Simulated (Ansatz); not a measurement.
```xyz
6

C     0.0000    0.0263   -0.8204
C     0.0000   -0.0263    0.8204
O     0.0000    1.1494   -1.4659
O     0.0000   -1.1494    1.4659
H     0.0000   -1.0585   -1.3526
H     0.0000    1.0585    1.3526
```

Basis set: cc-pVDZ (spherical functions). Left uncorrelated: 4 orbitals. Charge 0, multiplicity 1.

Computed with Ansatz (development build ahead of 0.2.0); each method stands on the lowest determinant of its kind that the runs found. Restricted open shells among the atoms or ions are ROHF, correlated in semicanonical orbitals with singles.

(1) Give the atomization energy at this shape (free ground-state atoms in the same class of orbitals less the molecule, no zero-point energy) of singlet C2H2O2 by RHF-MP2, RHF.

Answers

(1)

| method | atomization energy |
| --- | --- |
| RHF-MP2 | 584.79 kcal/mol |
| RHF | 381.87 kcal/mol |

Caution: in another basis set an unrestricted determinant lies well below; the shape is not the minimum.
